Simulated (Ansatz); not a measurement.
# Molecular dynamics of CH₅Ga

Input:

```yaml
crystal:
  periodic: [false, false, false]
  atoms:
    - { symbol: Ga, position_ang: [0.001721, 0.157595, 0.034247] }
    - { symbol: H, position_ang: [0.017501, 0.777495, 1.541725] }
    - { symbol: C, position_ang: [1.634352, -0.595924, -0.855925] }
    - { symbol: H, position_ang: [1.269522, -1.499228, -1.373644] }
    - { symbol: H, position_ang: [2.104364, -0.00617, -1.70761] }
    - { symbol: H, position_ang: [2.434577, -0.869886, -0.113882] }
    - { symbol: H, position_ang: [-1.413383, 0.131317, -0.767221] }
basis:
  gaussian: { orbitals: def2-SVP }
hamiltonian:
  xc: b3lyp
md:
  timestep: 0.25
  n_steps: 166
  ensemble: nve
  temperature: 500.0
  initial_velocities: maxwell_boltzmann
  seed: 669915
```

Run as:

```bash
$ ansatz run input.yaml --threads 1 --pin off --max-ram 2048MiB --backend cpu --events-out ev --progress --plain --runs-dir out
```

It goes on from the last frame of an earlier run, with new velocities.

Output, in part (one step line in 6, the closing report, with atoms numbered from 0):

```
md step     0: t =     0.00 fs  T =   500.0 K  F+E_penalty+E_count = -53489.90820609 eV  E_kin = 0.323150 eV  conserved = -53489.58505610 eV  (24 SCF iters)
md step     6: t =     1.50 fs  T =   304.1 K  F+E_penalty+E_count = -53489.78104262 eV  E_kin = 0.196529 eV  conserved = -53489.58451333 eV  (23 SCF iters)
md step    12: t =     3.00 fs  T =   266.8 K  F+E_penalty+E_count = -53489.75686844 eV  E_kin = 0.172408 eV  conserved = -53489.58446004 eV  (23 SCF iters)
md step    18: t =     4.50 fs  T =   437.6 K  F+E_penalty+E_count = -53489.86769662 eV  E_kin = 0.282816 eV  conserved = -53489.58488088 eV  (24 SCF iters)
md step    24: t =     6.00 fs  T =   487.6 K  F+E_penalty+E_count = -53489.90033648 eV  E_kin = 0.315114 eV  conserved = -53489.58522297 eV  (25 SCF iters)
md step    30: t =     7.50 fs  T =   273.5 K  F+E_penalty+E_count = -53489.76107970 eV  E_kin = 0.176769 eV  conserved = -53489.58431030 eV  (23 SCF iters)
md step    36: t =     9.00 fs  T =   378.0 K  F+E_penalty+E_count = -53489.82904674 eV  E_kin = 0.244272 eV  conserved = -53489.58477433 eV  (24 SCF iters)
md step    42: t =    10.50 fs  T =   535.9 K  F+E_penalty+E_count = -53489.93159781 eV  E_kin = 0.346354 eV  conserved = -53489.58524409 eV  (25 SCF iters)
md step    48: t =    12.00 fs  T =   356.8 K  F+E_penalty+E_count = -53489.81528906 eV  E_kin = 0.230631 eV  conserved = -53489.58465808 eV  (23 SCF iters)
md step    54: t =    13.50 fs  T =   215.8 K  F+E_penalty+E_count = -53489.72389080 eV  E_kin = 0.139491 eV  conserved = -53489.58439995 eV  (22 SCF iters)
md step    60: t =    15.00 fs  T =   329.9 K  F+E_penalty+E_count = -53489.79785759 eV  E_kin = 0.213197 eV  conserved = -53489.58466100 eV  (23 SCF iters)
md step    66: t =    16.50 fs  T =   484.7 K  F+E_penalty+E_count = -53489.89848443 eV  E_kin = 0.313277 eV  conserved = -53489.58520699 eV  (24 SCF iters)
md step    72: t =    18.00 fs  T =   337.0 K  F+E_penalty+E_count = -53489.80253694 eV  E_kin = 0.217785 eV  conserved = -53489.58475230 eV  (24 SCF iters)
md step    78: t =    19.50 fs  T =   265.3 K  F+E_penalty+E_count = -53489.75583951 eV  E_kin = 0.171477 eV  conserved = -53489.58436289 eV  (23 SCF iters)
md step    84: t =    21.00 fs  T =   484.2 K  F+E_penalty+E_count = -53489.89815992 eV  E_kin = 0.312910 eV  conserved = -53489.58524998 eV  (25 SCF iters)
md step    90: t =    22.50 fs  T =   415.9 K  F+E_penalty+E_count = -53489.85370124 eV  E_kin = 0.268817 eV  conserved = -53489.58488424 eV  (25 SCF iters)
md step    96: t =    24.00 fs  T =   217.4 K  F+E_penalty+E_count = -53489.72496820 eV  E_kin = 0.140515 eV  conserved = -53489.58445337 eV  (22 SCF iters)
md step   102: t =    25.50 fs  T =   226.9 K  F+E_penalty+E_count = -53489.73114145 eV  E_kin = 0.146669 eV  conserved = -53489.58447224 eV  (23 SCF iters)
md step   108: t =    27.00 fs  T =   429.3 K  F+E_penalty+E_count = -53489.86235336 eV  E_kin = 0.277429 eV  conserved = -53489.58492387 eV  (24 SCF iters)
md step   114: t =    28.50 fs  T =   477.5 K  F+E_penalty+E_count = -53489.89379052 eV  E_kin = 0.308588 eV  conserved = -53489.58520203 eV  (24 SCF iters)
md step   120: t =    30.00 fs  T =   269.9 K  F+E_penalty+E_count = -53489.75879119 eV  E_kin = 0.174451 eV  conserved = -53489.58434064 eV  (23 SCF iters)
md step   126: t =    31.50 fs  T =   349.5 K  F+E_penalty+E_count = -53489.81069237 eV  E_kin = 0.225875 eV  conserved = -53489.58481704 eV  (24 SCF iters)
md step   132: t =    33.00 fs  T =   453.1 K  F+E_penalty+E_count = -53489.87800736 eV  E_kin = 0.292870 eV  conserved = -53489.58513723 eV  (24 SCF iters)
md step   138: t =    34.50 fs  T =   288.4 K  F+E_penalty+E_count = -53489.77104429 eV  E_kin = 0.186410 eV  conserved = -53489.58463441 eV  (22 SCF iters)
md step   144: t =    36.00 fs  T =   185.7 K  F+E_penalty+E_count = -53489.70441545 eV  E_kin = 0.120000 eV  conserved = -53489.58441566 eV  (21 SCF iters)
md step   150: t =    37.50 fs  T =   324.4 K  F+E_penalty+E_count = -53489.79434666 eV  E_kin = 0.209677 eV  conserved = -53489.58466929 eV  (23 SCF iters)
md step   156: t =    39.00 fs  T =   495.4 K  F+E_penalty+E_count = -53489.90533915 eV  E_kin = 0.320159 eV  conserved = -53489.58517998 eV  (24 SCF iters)
md step   162: t =    40.50 fs  T =   372.7 K  F+E_penalty+E_count = -53489.82564742 eV  E_kin = 0.240888 eV  conserved = -53489.58475894 eV  (24 SCF iters)
md step   166: t =    41.50 fs  T =   279.3 K  F+E_penalty+E_count = -53489.76475157 eV  E_kin = 0.180510 eV  conserved = -53489.58424158 eV  (24 SCF iters)
Total energy: -53489.76497683 eV, -1965.7126062335 hartree
Atom 0 at     0.003505     0.152090     0.028080 Å, force     0.151548    -0.143109    -0.402458 eV/Å
Atom 1 at     0.262584     1.216862     1.085476 Å, force     0.127528     0.587310     0.782559 eV/Å
Atom 2 at     1.613639    -0.604253    -0.831853 Å, force    -2.358672    -2.117191     0.986922 eV/Å
Atom 3 at     1.341577    -1.225489    -1.669946 Å, force     0.021261    -0.291432    -0.737150 eV/Å
Atom 4 at     2.165577     0.209498    -1.094275 Å, force     1.902601     2.809402    -1.262315 eV/Å
Atom 5 at     2.244899    -1.179699    -0.179719 Å, force     0.384574    -0.578937     0.772370 eV/Å
Atom 6 at    -1.478653    -0.007598    -0.422395 Å, force    -0.228840    -0.266042    -0.139928 eV/Å
Dipole moment:     0.111335    -0.116364    -0.054038 e Å
```

The run went to its last step. The conserved energy stayed within 0.13 meV per atom of its start (net change 0.12 meV per atom), so the integration is sound. A run of 0.042 ps of so small a system gives no equilibrium averages.

The same pairs are bonded in the first frame and the last. Pairs count as bonded within 1.25 times the sum of covalent radii (0.12 Å more for H–H).

Last frame:

```xyz
7
Properties=species:S:1:pos:R:3
Ga 0.004 0.152 0.028
H 0.263 1.217 1.085
C 1.614 -0.604 -0.832
H 1.342 -1.226 -1.670
H 2.166 0.209 -1.094
H 2.245 -1.180 -0.180
H -1.479 -0.008 -0.422
```

Time of the run: 9.7 min on 1 thread of Arm Neoverse N1 (shared host), peak memory 0.13 GiB.
